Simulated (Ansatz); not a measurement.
CH2B2, SMILES `B1=CB1` (charge 0, multiplicity 1).

Cartesian coordinates (Å):
```xyz
5

B     -0.3113     1.0856     0.5984
C     -0.8131     0.0180    -0.0774
B      0.7751     0.1503     0.1063
H     -1.3609    -0.7605    -0.5820
H      1.7102    -0.4934    -0.2199
```
Charge 0, spin multiplicity 1.

Frozen-core energies in 6-31g from Ansatz (a quantum-chemistry and plane-wave program) at a geometry from PBE0-D3(BJ)/def2-TZVP; the HF reference has <S^2> = 0.00 (restricted, and unstable towards unrestricted orbitals) and the T1 diagnostic is 0.021.

```json
[
 {"level": "HF", "energy (Ha)": "-88.21480"},
 {"level": "MP2", "energy (Ha)": "-88.42211"},
 {"level": "CCSD", "energy (Ha)": "-88.44383"},
 {"level": "CCSD(T)", "energy (Ha)": "-88.45627"}
]
```

### Question
Estimate the energies of CCSDT, CCSDT(Q) and CCSDTQ, and give each level's difference from CCSDTQ.

### Answer

```tsv
level	energy (Ha)	difference from CCSDTQ (mHa)
MP2	-88.42211	35.32
CCSD	-88.44383	13.60
CCSD(T)	-88.45627	1.16
CCSDT	-88.45669	0.74
CCSDT(Q)	-88.45748	-0.05
CCSDTQ	-88.45743	0.00
```
